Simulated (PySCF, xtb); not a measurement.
W(NH)(S)(NH2)2 (H5N3SW), SMILES [NH]=[W]([NH2])([NH2])=[S], multiplicity 1.

GFN2-xTB in xtb 6.7.1 at its own geometry gives an orbital gap of 2.42 eV and a dipole moment of 6.11 D.

Coordinates come from a PBE0-D3(BJ)/def2-SVP optimisation. The spin state was assumed, not searched. The structure was generated by enumeration; whether it is a known compound was not checked. The def2 effective core potentials stand for the cores of W; spin–orbit coupling is left out. The values are those of a single conformer.

Task: What does M06-2X/def2-TZVP in PySCF give? (The exact figures need the calculation; the answer reports its results.)

Result: gap 7.45 eV (levels -8.00 and -0.55 eV), dipole 3.25 D.
